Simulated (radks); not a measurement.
Values are calculated unless marked as measured or tabulated.
Task: The mean radii <r> (bohr) of the occupied orbitals of an atom or ion are listed with their occupations. Code: a radial shooting solver on a logarithmic mesh with Libxc functionals. Model: Dirac Kohn-Sham, PBE, spin-unpolarised, spherical densities, point nucleus.

| orbital | occ. | <r> |
|---|---|---|
| 1s1/2 | 2 | 0.04409 |
| 2s1/2 | 2 | 0.1952 |
| 2p1/2 | 2 | 0.1681 |
| 2p3/2 | 4 | 0.1719 |
| 3s1/2 | 2 | 0.5359 |
| 3p1/2 | 2 | 0.5310 |
| 3p3/2 | 4 | 0.5387 |
| 3d3/2 | 4 | 0.5093 |
| 6d3/2 | 1 | 3.569 |

Name the element and its charge. Open shells, if any, fill j = l - 1/2 first.

Result: Z = 34, selenium, charge +11: Se11+ in [Ar] 3d4 6d1. The 1s radius gives Z: for a bare nucleus <r> = (2 gamma + 1)/(2Z) with gamma = sqrt(1 - (Z/c)^2), 0.0432 bohr for Z = 34, and screening makes it slightly larger (0.04409 here). The occupations add up to 23, and the charge is Z minus that.
